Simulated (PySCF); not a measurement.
Radial density of P (phosphorus, neutral)

wB97X-V, [Ne] 3s2 3p3, high-spin 4S determinant. Computed with PySCF 2.14 in x2c-TZVPPall, with the spin-free X2C one-electron Hamiltonian (Gaussian nucleus).

```tsv
r (bohr)	4πr²ρ (e/bohr)	4πr²(ρα − ρβ)
0.00186	0.1030	0.0000
0.00313	0.2762	0.0000
0.00526	0.7077	0.0000
0.00885	1.755	0.0001
0.0149	4.061	0.0003
0.0251	8.358	0.0011
0.0421	14.06	0.0049
0.0709	17.11	0.0222
0.119	13.47	0.0867
0.201	11.12	0.2233
0.337	15.81	0.2611
0.567	10.99	0.0138
0.954	2.779	0.3512
1.60	2.652	1.3828
2.70	1.405	0.9402
4.54	0.1448	0.1206
7.64	0.0005081	0.0005
```

Densities and radii are taken from the X2C orbitals without a picture-change correction, which distorts them close to the nucleus.
